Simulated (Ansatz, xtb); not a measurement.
# CH4GaInSi: where a starting geometry ends

The starting geometry of this gas-phase singlet was built from a drawn formula by distance geometry; its bonds are those of `[SiH2]1[C@@H]2[InH][Ga]12`.

```xyz
8

C     0.2761   -0.6969   -0.7010
Ga    1.2907   -0.6421    0.7867
In   -1.0556   -2.0220   -0.1417
Si   -0.1054    0.9295    0.0169
H    -0.3091    1.9199   -0.9970
H    -1.1055    1.0029    1.1251
H     0.7520   -0.7194   -1.6390
H    -2.8295   -2.0225   -0.8429
```

**Question.** Predict what becomes of its bonds when it is optimised with r2SCAN-D4/def2-SVP.

**Answer.** It rearranges, giving a structure given below by its coordinates. Distances that change by over a tenth: C1–Ga2 (1.80 → 2.00 Å), C1–In3 (1.96 → 2.29 Å). Contacts that open: Ga2–In3 (2.88 → 3.83 Å), Ga2–Si4 (2.24 → 3.13 Å), In3–H8 (1.91 → 2.91 Å). Contacts that close: Si4–H8 (4.11 → 1.52 Å).

The energy falls by 5.23 eV over 22 steps:

| step | E − E(last) (eV) |
| --- | --- |
| 1 | 5.227 |
| 3 | 2.760 |
| 6 | 2.065 |
| 8 | 1.965 |
| 10 | 1.698 |
| 13 | 0.333 |
| 15 | 0.058 |
| 17 | 0.004 |
| 20 | 0.000 |
| 22 | 0.000 |

Final geometry (Å):

```
atom    x (Å)    y (Å)    z (Å)
   C   0.3874  -0.8277  -0.4768
  Ga   1.6583  -0.7075   1.0647
  In  -0.8369  -2.6669  -1.0731
  Si  -0.9786   0.3987  -0.2165
   H  -0.9998   1.5736  -1.1438
   H  -0.9827   0.9194   1.1975
   H   1.0013  -0.6660  -1.3884
   H  -2.3354  -0.2742  -0.3563
```

From the same start GFN2-xTB reaches the same bonding as this run.

No frequencies were run, so the end isn't proven a minimum. Atoms past krypton carry core potentials, without spin–orbit terms. Run with Ansatz 0.2.0, 59 s on 2 threads of Intel(R) Xeon(R) Platinum 8375C CPU @ 2.90GHz (Ice Lake) (shared host).
